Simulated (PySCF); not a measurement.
Electron affinity of Bi by level of theory

Bi⁻ [Xe] 4f14 5d10 6s2 6p4 (3P) → Bi [Xe] 4f14 5d10 6s2 6p3 (4S), as a difference of total energies. All numbers are calculated (PySCF 2.14, scalar relativity through the core potential, in aug-cc-pVQZ-PP with ECP60MDF (7s7p5d3f2g, 92 functions)). Correlated levels: valence: 5s2 5p6 5d10 frozen. The calculations carry no spin-orbit coupling.

```json
{"method": "UHF", "electron affinity (eV)": "-0.176"}
{"method": "MP2 (valence)", "electron affinity (eV)": "0.580"}
{"method": "SCS-MP2 (valence)", "electron affinity (eV)": "0.647"}
{"method": "CCSD (valence)", "electron affinity (eV)": "0.671"}
{"method": "CCSD(T) (valence)", "electron affinity (eV)": "0.731"}
```

Spin-orbit coupling is strong in these open shells (close to jj coupling). The scalar numbers leave it out and a first-order estimate fails, so it can dominate the gap to the real levels.

Errors of the correlated levels include the incompleteness of this basis and the frozen core.

A negative affinity means that the anion lies above the atom at that level of theory.

For comparison: 0.942 eV (measured; photodetachment measurements, as compiled on the Wikipedia data page of electron affinities).
